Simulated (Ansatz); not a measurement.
Correlation energies of `[SiH3]C[SiH2][SeH]` by basis set

```json
{"atom": "Si1", "x (Å)": "0.189", "y (Å)": "1.675", "z (Å)": "0.318"}
{"atom": "C2", "x (Å)": "0.944", "y (Å)": "-0.035", "z (Å)": "0.131"}
{"atom": "Si3", "x (Å)": "-0.142", "y (Å)": "-1.260", "z (Å)": "-0.763"}
{"atom": "Se4", "x (Å)": "-2.288", "y (Å)": "-1.259", "z (Å)": "0.018"}
{"atom": "H5", "x (Å)": "-0.788", "y (Å)": "1.697", "z (Å)": "1.434"}
{"atom": "H6", "x (Å)": "1.257", "y (Å)": "2.671", "z (Å)": "0.605"}
{"atom": "H7", "x (Å)": "-0.499", "y (Å)": "2.075", "z (Å)": "-0.939"}
{"atom": "H8", "x (Å)": "1.885", "y (Å)": "0.044", "z (Å)": "-0.426"}
{"atom": "H9", "x (Å)": "1.193", "y (Å)": "-0.424", "z (Å)": "1.124"}
{"atom": "H10", "x (Å)": "-0.296", "y (Å)": "-0.875", "z (Å)": "-2.188"}
{"atom": "H11", "x (Å)": "0.430", "y (Å)": "-2.630", "z (Å)": "-0.681"}
{"atom": "H12", "x (Å)": "-1.884", "y (Å)": "-1.678", "z (Å)": "1.367"}
```

Charge 0, multiplicity 1. Correlated methods include outer-core shells of Se, which these sets cover unevenly. Scalar relativity is left out up to krypton. All single points use the PBE0-D4/def2-TZVP geometry. It is one conformer, not always the lowest. Frozen core, restricted reference, Ansatz 0.2.0.

```json
{"basis": "def2-SVP", "HF (Eh)": "-3019.75945", "MP2 corr.": "-0.58707"}
{"basis": "def2-TZVPP", "HF (Eh)": "-3020.30843", "MP2 corr.": "-0.70973"}
{"basis": "def2-QZVPP", "HF (Eh)": "-3020.37581", "MP2 corr.": "-1.04334"}
```

**Question.** Estimate the CCSD correlation energy and the (T) correction in each basis where they were run (hartree).

**Answer.** 
```csv
basis,CCSD corr.,(T)
def2-SVP,-0.64553,-0.01760
def2-TZVPP,-0.76680,-0.02853
```
